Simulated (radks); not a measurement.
The numbers below are computed, except where a source is named.
Q: Radial electron density D(r) = 4 pi r^2 rho(r) of an atom or ion with 55 electrons. Code: a radial shooting solver on a logarithmic mesh with Libxc functionals. Model: Dirac Kohn-Sham, BP86, spin-unpolarised, spherical densities, finite nucleus; Fermi nuclear charge, rms radius of each element as measured or else 0.836 A^(1/3) + 0.57 fm.

r (bohr)  D(r) (e/bohr)
0.002297          10.88
0.002632          13.39
0.003039          16.57
0.003482          20.14
0.003989          24.30
0.004607          29.36
0.005278          34.76
0.006096          41.05
0.006984          47.41
0.008001          53.96
0.009241          60.78
0.01059           66.72
0.01223           72.01
0.01401           75.61
0.01605           77.50
0.01853           77.50
0.02123           75.78
0.02452           72.78
0.0281            69.89
0.03219           68.19
0.03717           69.03
0.04259           73.06
0.04919           80.46
0.05635           88.89
0.06456           96.24
0.07456           99.89
0.08542           97.73
0.09787           90.64
0.113             81.06
0.1295            74.53
0.1495            73.90
0.1713            78.91
0.1963            84.90
0.2267            85.53
0.2597            76.84
0.2999            59.85
0.3436            43.28
0.3937            33.02
0.4547            31.33
0.5209            34.61
0.6016            36.53
0.6893            33.34
0.7897            26.23
0.912             18.16
1.045             12.77
1.207             9.889
1.382             8.583
1.584             7.335
1.829             5.526
2.096             3.619
2.42              1.912
2.773            0.8595
3.177            0.3126
3.669           0.08329
4.203           0.01861
4.854          0.002853
5.561         0.0003552

What is the nuclear charge?

A: Z = 58. The innermost maximum, from 1s, lies near gamma/Z bohr with gamma = sqrt(1 - (Z/c)^2) = 0.906, here 0.0156 bohr (found: 0.0172), and its height grows with Z. The density is that of the cerium ion Ce3+ in [Xe] 4f1; the configuration itself is not fixed sharply by these data, and Z only to a few units. D(r) has 4 maxima, at r = 0.0172, 0.0758, 0.214, 0.592 bohr, and minima at 0.0332, 0.141, 0.433 bohr, inside which lie 2.01, 11.23, 28.97 electrons.
